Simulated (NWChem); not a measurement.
C4H6OSi; SMILES c1occ([SiH3])c1

```xyz
12

Si    -0.0252    -2.0888     0.0013
C      0.0256    -0.2204    -0.0024
C      1.1733     0.6618     0.0154
C      0.6841     1.9439     0.0066
O     -0.6811     1.9313    -0.0153
C     -1.0660     0.6260    -0.0203
H     -1.4619    -2.5345    -0.0216
H      0.6414    -2.6479     1.2303
H      0.6822    -2.6543    -1.2017
H      2.2300     0.3710     0.0326
H      1.1521     2.9336     0.0133
H     -2.1469     0.4488    -0.0381
```
Atoms are numbered in this order, from 1.

Results from NWChem. Pople sets run with spherical d functions. The geometry was optimised at PBE-D3(BJ)/def2-SVP. GIAO values for the isolated, static molecule; σ is the absolute isotropic shielding.

Problem. Taking B3LYP/IGLO-II as the yardstick, which of these has the fewest basis functions while keeping “σ O5 (ppm)” within 5 ppm of it: B3LYP/6-311G**; B3LYP/6-31G*; B3LYP/def2-SVP?

Solution. B3LYP/6-311G**.
| level | basis functions | σ O5 (ppm) |
|---|---|---|
| B3LYP/6-31G* | 100 | 38.0 |
| B3LYP/def2-SVP | 118 | 27.8 |
| B3LYP/6-311G** | 152 | 4.3 |
| B3LYP/IGLO-II | 181 | 4.5 |

The yardstick is one finite set, not the basis-set limit.
